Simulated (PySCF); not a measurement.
## Relaxation of singlet HfO(OH)2

Computed with PBE0 in PySCF with Hf def2-TZVP with ECP60, O def2-TZVP, H def2-TZVP; scalar-relativistic core potentials, no spin–orbit coupling; density-fitted integrals. A (50,194) grid was used.

A hand-made trigonal planar (heavy-atom frame) start, of Cs symmetry, held to at least that symmetry:

Coordinates in bohr (charge 0 multiplicity 1):
```
Hf    0.0624   -0.0061    0.0000
O     3.5583   -0.0061    0.0000
O    -1.9691    3.5126    0.0000
O    -1.9691   -3.5248    0.0000
H    -1.3487    5.2173    0.0000
H    -3.7556   -3.8398    0.0000
```

Optimiser trace:
```json
{"step": "0", "E − E(last) (kJ/mol)": "83.04", "largest gradient (Eh/bohr)": "0.07095"}
{"step": "2", "E − E(last) (kJ/mol)": "12.15", "largest gradient (Eh/bohr)": "0.01161"}
{"step": "4", "E − E(last) (kJ/mol)": "10.34", "largest gradient (Eh/bohr)": "0.00366"}
{"step": "6", "E − E(last) (kJ/mol)": "9.03", "largest gradient (Eh/bohr)": "0.00444"}
{"step": "8", "E − E(last) (kJ/mol)": "7.96", "largest gradient (Eh/bohr)": "0.00544"}
{"step": "10", "E − E(last) (kJ/mol)": "6.90", "largest gradient (Eh/bohr)": "0.00697"}
{"step": "12", "E − E(last) (kJ/mol)": "6.08", "largest gradient (Eh/bohr)": "0.00712"}
{"step": "14", "E − E(last) (kJ/mol)": "5.08", "largest gradient (Eh/bohr)": "0.01438"}
{"step": "16", "E − E(last) (kJ/mol)": "3.48", "largest gradient (Eh/bohr)": "0.02001"}
{"step": "18", "E − E(last) (kJ/mol)": "0.85", "largest gradient (Eh/bohr)": "0.00787"}
{"step": "20", "E − E(last) (kJ/mol)": "0.23", "largest gradient (Eh/bohr)": "0.00432"}
{"step": "22", "E − E(last) (kJ/mol)": "0.03", "largest gradient (Eh/bohr)": "0.00083"}
{"step": "24", "E − E(last) (kJ/mol)": "0.00", "largest gradient (Eh/bohr)": "0.00052"}
{"step": "25", "E − E(last) (kJ/mol)": "0.00", "largest gradient (Eh/bohr)": "0.00022"}
```

It ends at C2v with Hf–O 1.769 Å, Hf–O 1.974 Å (×2), O–H 0.955 Å (×2); H–O–Hf 141.7° (×2), O–Hf–O 117.8° (×2), O–Hf–O 124.4° (after a last refinement on a finer grid). A frequency run shows 1 imaginary mode, down to 83i cm⁻¹, so it is a saddle point. Other isomers or separated fragments may lie lower.

Spin–orbit coupling, left out here, can matter for elements this heavy.

The relaxation took 68 s on 4 threads of a shared Arm Neoverse V2 host, with 145 basis functions and 28 gradients; the process peaked at 1 GiB. Launch command: `OMP_NUM_THREADS=4 python axn.py task.json out`.
